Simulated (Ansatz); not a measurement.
The cluster W3, relaxed as a singlet with RKS PBE-D4/def2-TZVP in Ansatz, starting from the GFN2-xTB geometry. Force threshold 0.02 eV/Å.

In the def2 sets W takes a core potential; there is no spin–orbit coupling. The restricted singlet is unstable: a solution with broken spin symmetry lies lower. The relaxation made no stability test and no search for a lower SCF solution. At PBE-D4/def2-TZVP a triplet of charge 0 lies 0.22 eV below the restricted singlet, each at its own geometry. The structure comes from a short search, and lower isomers may exist.

Start:

Cartesian coordinates in Å:
```
W -0.3632 0.7673 -1.2468
W -0.1451 -1.5017 0.0323
W 0.5083 0.7344 1.2145
```

```csv
step,energy (eV),largest force component (eV/Å),SCF passes
1,-5473.8763,7.825,52
2,-5476.3291,2.208,37
3,-5476.4028,0.991,30
4,-5476.4156,0.031,33
5,-5476.4156,0.003,28
```

Force components are those of the run's own axes.

End:

```csv
atom,x (Å),y (Å),z (Å)
W1,-0.3131,0.7451,-1.0993
W2,-0.1109,-1.3575,0.0862
W3,0.4240,0.6124,1.0131
```

By distances, no bond broke or formed. The bond that changes most is W2–W3, from 2.61 to 2.24 Å (atoms count from 1).

No frequencies were taken in this run, so the end may be a saddle point.

Hardware: 4 threads of Arm Neoverse V2 on a shared host. Wall time 6.5 s.
